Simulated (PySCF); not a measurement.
# Spinor energies of Te²⁺ (tellurium, charge +2)

Start: [Kr] 4d10 5s2 5p2; 5p1/2 filled at m_j = -1/2, +1/2. Calculated with PySCF 2.14 in x2c-TZVPPall-2c (8s9p5d2f, 74 functions): generalised Hartree-Fock with the X2C-1e Hamiltonian and a Gaussian nucleus; one run each with spin-orbit coupling (SO) switched off, then screened by Boettger's factors.

```json
{"spinor shell": "1s1/2", "electrons": "2", "ε, spin-free (eV)": "-31992.6", "ε, screened SO (eV)": "-31989.0", "weight of nominal j (screened SO)": "1.000", "rms radius, screened SO (bohr)": "0.0318"}
{"spinor shell": "2s1/2", "electrons": "2", "ε, spin-free (eV)": "-5020.2", "ε, screened SO (eV)": "-5019.0", "weight of nominal j (screened SO)": "1.000", "rms radius, screened SO (bohr)": "0.130"}
{"spinor shell": "2p1/2", "electrons": "2", "ε, spin-free (eV)": "-4501.5", "ε, screened SO (eV)": "-4692.1", "weight of nominal j (screened SO)": "1.000", "rms radius, screened SO (bohr)": "0.112"}
{"spinor shell": "2p3/2", "electrons": "4", "ε, spin-free (eV)": "-4501.5", "ε, screened SO (eV)": "-4414.9", "weight of nominal j (screened SO)": "1.000", "rms radius, screened SO (bohr)": "0.117"}
{"spinor shell": "3s1/2", "electrons": "2", "ε, spin-free (eV)": "-1056.4", "ε, screened SO (eV)": "-1055.9", "weight of nominal j (screened SO)": "1.000", "rms radius, screened SO (bohr)": "0.343"}
{"spinor shell": "3p1/2", "electrons": "2", "ε, spin-free (eV)": "-883.73", "ε, screened SO (eV)": "-920.22", "weight of nominal j (screened SO)": "1.000", "rms radius, screened SO (bohr)": "0.335"}
{"spinor shell": "3p3/2", "electrons": "4", "ε, spin-free (eV)": "-883.73", "ε, screened SO (eV)": "-866.76", "weight of nominal j (screened SO)": "1.000", "rms radius, screened SO (bohr)": "0.347"}
{"spinor shell": "3d3/2", "electrons": "4", "ε, spin-free (eV)": "-623.24", "ε, screened SO (eV)": "-629.43", "weight of nominal j (screened SO)": "1.000", "rms radius, screened SO (bohr)": "0.320"}
{"spinor shell": "3d5/2", "electrons": "6", "ε, spin-free (eV)": "-623.24", "ε, screened SO (eV)": "-618.48", "weight of nominal j (screened SO)": "1.000", "rms radius, screened SO (bohr)": "0.323"}
{"spinor shell": "4s1/2", "electrons": "2", "ε, spin-free (eV)": "-212.78", "ε, screened SO (eV)": "-212.46", "weight of nominal j (screened SO)": "1.000", "rms radius, screened SO (bohr)": "0.814"}
{"spinor shell": "4p1/2", "electrons": "2", "ε, spin-free (eV)": "-156.71", "ε, screened SO (eV)": "-163.74", "weight of nominal j (screened SO)": "1.000", "rms radius, screened SO (bohr)": "0.857"}
{"spinor shell": "4d3/2", "electrons": "4", "ε, spin-free (eV)": "-72.470", "ε, screened SO (eV)": "-73.261", "weight of nominal j (screened SO)": "1.000", "rms radius, screened SO (bohr)": "1.04"}
{"spinor shell": "4d5/2", "electrons": "6", "ε, spin-free (eV)": "-72.470", "ε, screened SO (eV)": "-71.494", "weight of nominal j (screened SO)": "1.000", "rms radius, screened SO (bohr)": "1.05"}
{"spinor shell": "5s1/2", "electrons": "2", "ε, spin-free (eV)": "-37.048", "ε, screened SO (eV)": "-36.926", "weight of nominal j (screened SO)": "1.000", "rms radius, screened SO (bohr)": "2.14"}
{"spinor shell": "5p1/2", "electrons": "2", "ε, spin-free (eV)": "-27.232", "ε, screened SO (eV)": "-26.720", "weight of nominal j (screened SO)": "1.000", "rms radius, screened SO (bohr)": "2.49"}
```

Problem. Where does 4p3/2 lie, and what is the 4p spin-orbit splitting (screened SO)?

Solution. At -153.11 eV, 10.625 eV above 4p1/2.

```csv
quantity,spin-free,screened SO
E (hartree),-6789.00014,-6790.89251
M_J,0,0
⟨J²⟩,2.008,0.000
⟨L²⟩,2.005,1.352
⟨S²⟩,2.002,1.352
```

Breit and QED terms are absent; they matter most for the inner s and p1/2 levels.

Densities and radii are taken from the X2C orbitals without a picture-change correction, which distorts them close to the nucleus.

Without spin-orbit coupling the j labels of p, d and f shells carry no meaning; the spin-free column gives the mean over the occupied spinors of each nl shell.
